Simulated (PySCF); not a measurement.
## Structure from NMR data

The spectra below were simulated for a compound C7H11FSi.

$^{1}$H NMR (600 MHz, computed): δ 7.33 (m, 1H), 6.14 (m, 1H), 4.78 (m, 2H), 2.57 (m, 2H), 1.80 (m, 2H), 1.23 (t, 3H).

$^{13}$C{$^{1}$H} NMR (computed): δ 175.5 (C), 155.8 (CH), 133.5 (CH), 129.9 (C), 28.9 (CH2), 16.8 (CH3), 7.0 (CH2).

PySCF 2.14 calculation with σ from GIAO-PBE0/pcSseg-1 and geometry: GFN2-xTB; rapidly exchanging positions averaged, a single conformation, relativity neglected, no solvent model.

Scale: $^{1}$H (31.72 ppm), $^{13}$C (186.93 ppm) vs TMS (reference shieldings calculated alike).

Task: What is the structure?

Result: 
- Rings plus π bonds: 3 (1 ring in the answer).
- 7 carbon signals for 7 carbons: no two carbons are equivalent.
- Carbon types of the structure: 2 × C, 2 × CH, 2 × CH2, 1 × CH3, leaving 2 H on heteroatoms.
- δC 175.5, 129.9: fully substituted alkene carbon.
- δC 155.8, 133.5: alkene CH; an sp2 carbon of a C=C bond.
- δC 28.9: allylic sp3 CH2; aliphatic region, no heteroatom directly attached.
- δC 16.8: methyl carbon; aliphatic region, no heteroatom directly attached.
- δC 7.0: allylic sp3 CH2 bonded to Si; an electropositive neighbour leaves it electron-rich and shielded.
- δH 7.33, 6.14: hydrogen on an alkene CH; olefinic region.
- δH 2.57: hydrogen on an allylic sp3 CH2; allylic position.

These data were computed for `CC/C(F)=C1\C=C[SiH2]C1`.

The data come from this structure; uniqueness wasn't tested.

Splittings by $^{19}$F in the carbon and heteronuclear signals aren't shown, as no couplings were computed. Shifts are as computed. Against solution values, carbons near 30 ppm lie about +3 ppm off and those near 130 ppm about +5 ppm. Of 1309 compounds with measured shifts, 239 miss one by over three times the rms of a fit or turn the order of signals round; such compounds aren't used in these exercises. Multiplicities follow the n + 1 count of equivalent neighbours, as no J values were calculated; m marks all less simple cases, F and P coupling included.
